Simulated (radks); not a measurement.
Problem. All-electron atom: Cs- in [Xe] 6s2. Calculated with a radial shooting solver on a logarithmic mesh with Libxc functionals: scalar-relativistic Kohn-Sham, LDA (Slater exchange, Perdew-Wang correlation), spin-polarised, spherical densities, point nucleus; Watson sphere of charge +1 and radius 3.26 bohr. Some entries of the table are withheld. Estimate them.

| orbital | occ. | eigenvalue (Ry) | r(max) (bohr) | <r> (bohr) |
|---|---|---|---|---|
| 1s | 2 | -2628.528 | 0.01680 | 0.02613 |
| 2s | 2 | -412.4717 | 0.09497 | 0.1122 |
| 2p | 6 | -370.2134 | (1) | 0.09825 |
| 3s | 2 | -85.79466 | 0.2728 | 0.2995 |
| 3p | 6 | -72.19446 | (2) | 0.2973 |
| 3d | 10 | (3) | 0.2202 | 0.2737 |
| 4s | 2 | -16.25279 | 0.6424 | 0.6951 |
| 4p | 6 | -11.89946 | (4) | 0.7400 |
| 4d | 10 | -5.56280 | 0.7208 | 0.8377 |
| 5s | 2 | -2.09604 | 1.539 | 1.741 |
| 5p | 6 | -1.12491 | 1.779 | (5) |
| 6s | 2 | -0.23873 | 4.258 | 4.907 |

Solution. 
(1) 2p r(max) (bohr): 0.07620
(2) 3p r(max) (bohr): 0.2668
(3) 3d eigenvalue (Ry): -52.17662
(4) 4p r(max) (bohr): 0.6728
(5) 5p <r> (bohr): 2.095
